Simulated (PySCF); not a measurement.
# Correlation energy of Kr⁺ (krypton, charge +1)

[Ar] 3d10 4s2 4p5, 2P determinant. Computed with PySCF 2.14 in x2c-TZVPall (6s5p4d1f, 48 functions), with scalar relativity by spin-free X2C-1e. Frozen: [Ar] 3d10; 7 electrons correlated.

MP2 pair energies summed by pair of shells (mhartree):

```csv
pair,energy,share (%)
4p-4p,-85.52,62.1
4s-4p,-44.44,32.3
4s-4s,-7.77,5.6
```

Total MP2 correlation energy: -137.74 mhartree.

Same-spin part -31.29 and opposite-spin part -106.45 mhartree; SCS-MP2 scales them by 1/3 and 6/5 to -138.17 mhartree.

```tsv
level	correlation energy (mhartree)
CCSD	-157.43
(T)	-4.04
CCSD(T)	-161.47
```

Diagnostics: T1 = 0.0054, D1 = 0.0184, largest double amplitude 0.045.

Task: Is a single reference adequate?

Result: Yes, within this model without spin-orbit coupling: T1 lies below 0.03 and no double amplitude reaches 0.07.
